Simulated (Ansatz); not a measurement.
Relaxation of a periodic cell of 18 atoms, H$_{12}$CO$_{5}$ (contents 4 H2O + 1 CH3OH, density as packed 0.92 g/cm³ with natural masses), to a largest force component of 0.3 eV/Å in at most 15 steps.

Theory: Ansatz, DFT LDA, scalar-relativistic, plane waves, PAW. Settings: cutoff 420 eV, k mesh 1x1x1, fermi-dirac smearing 0.05 eV, no spin polarisation.

```xyz
18
Lattice="5.7185 0.0000 0.0000 0.0000 5.7185 0.0000 0.0000 0.0000 5.7185" Properties=species:S:1:pos:R:3
O 4.007 4.051 2.904
H 4.821 3.653 3.245
H 4.271 4.437 2.056
O 0.412 1.881 0.737
H 0.508 1.322 -0.048
H 1.299 2.242 0.879
O 2.076 0.410 4.563
H 2.034 1.367 4.424
H 1.776 0.037 3.721
O 0.750 3.919 4.552
H -0.190 4.121 4.668
H 0.754 3.036 4.156
C 3.838 1.082 2.606
O 4.658 1.178 3.765
H 3.296 2.025 2.536
H 5.149 0.345 3.843
H 4.427 0.950 1.690
H 3.109 0.266 2.678
```

Where does it end, and by what steps?

The run converged. The threshold is loose, so the end isn't yet a minimum. Limits of this set-up: coarse k mesh. After 14 steps the energy has fallen by 3.066 eV; H11 moved furthest, 1.54 Å.

```csv
step,energy less start (eV),largest force component (eV/Å),accepted
0,0.0000,0.877,yes
1,-0.5073,2.005,yes
2,-0.8208,1.916,yes
3,-1.1877,1.373,yes
4,-1.4634,1.285,yes
5,-1.7264,0.830,yes
6,-2.0328,0.718,yes
7,-2.3304,0.696,yes
8,-2.5517,0.764,yes
9,-2.7396,0.553,yes
10,-2.8655,0.853,yes
11,-2.9486,0.436,yes
12,-3.0097,0.388,yes
13,-3.0348,0.611,yes
14,-3.0657,0.219,yes
```

```xyz
18
Lattice="5.7185 0.0000 0.0000 0.0000 5.7185 0.0000 0.0000 0.0000 5.7185" Properties=species:S:1:pos:R:3
O 4.733 4.544 2.765
H 5.504 4.128 3.292
H 4.955 4.470 1.822
O 0.485 1.957 0.278
H 1.061 1.133 -0.056
H 0.864 2.165 1.150
O 1.969 0.117 5.236
H 2.712 0.473 4.661
H 1.609 -0.718 4.812
O 0.973 3.593 4.177
H 0.734 2.922 4.974
H 1.684 3.150 3.677
C 3.071 1.657 2.556
O 3.787 1.052 3.594
H 3.149 2.762 2.672
H 4.213 0.186 3.251
H 3.499 1.414 1.555
H 1.995 1.317 2.559
```

Whether the end is a true minimum wasn't checked by a vibrational analysis.

Time of the run: 11 s on 1 thread of Arm Neoverse V2, with other jobs on the host, peak memory 0.33 GiB.
